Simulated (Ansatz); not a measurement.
C$_{2}$H$_{9}$AlSSi, SMILES `C[SiH2][CH2][AlH][SH]`. Total charge 0; spin multiplicity 1. The geometry is a stationary point of PBE0-D4/def2-TZVP. It is one conformer, not always the lowest.

```xyz
14

C    -0.182    0.936    1.670
Si    0.697    1.029    0.020
C     1.021   -0.674   -0.676
Al   -0.558   -1.804   -0.773
S    -2.400   -1.007   -1.640
H    -1.170    0.477    1.566
H     0.394    0.348    2.389
H    -0.326    1.933    2.094
H    -0.155    1.786   -0.946
H     1.965    1.799    0.179
H     1.428   -0.556   -1.688
H     1.788   -1.180   -0.079
H    -0.639   -3.290   -0.236
H    -1.865    0.204   -1.881
```

Problem. What is the dipole moment at PBE/def2-TZVPP? (Best estimate.)

Solution. The calculation gave: 1.49 D, with components (1.39, 0.20, 0.51) D in this frame, pointing from negative to positive charge.

Problem. And with r2SCAN, B3LYP, ωB97M-V? (Estimate.)

Solution. Ansatz gave: r2SCAN 1.57 D, B3LYP 1.56 D, ωB97M-V 1.58 D.

Problem. Give the Mulliken charges with PBE, ωB97M-V, r2SCAN in def2-TZVPP. (Estimate.)

Solution. Ansatz gave: 
| atom | PBE | ωB97M-V | r2SCAN |
| --- | --- | --- | --- |
| C1 | -0.36 | -0.44 | -0.29 |
| Si2 | 0.21 | 0.23 | 0.30 |
| C3 | -0.33 | -0.50 | -0.39 |
| Al4 | 0.38 | 0.43 | 0.49 |
| S5 | -0.28 | -0.28 | -0.30 |
| H6 | 0.10 | 0.11 | 0.07 |
| H7 | 0.11 | 0.12 | 0.08 |
| H8 | 0.11 | 0.12 | 0.07 |
| H9 | -0.08 | -0.05 | -0.09 |
| H10 | -0.07 | -0.04 | -0.09 |
| H11 | 0.10 | 0.13 | 0.09 |
| H12 | 0.11 | 0.13 | 0.09 |
| H13 | -0.11 | -0.10 | -0.15 |
| H14 | 0.12 | 0.13 | 0.12 |

B3LYP here is the variant with VWN-RPA as its local correlation; programs differ in this.
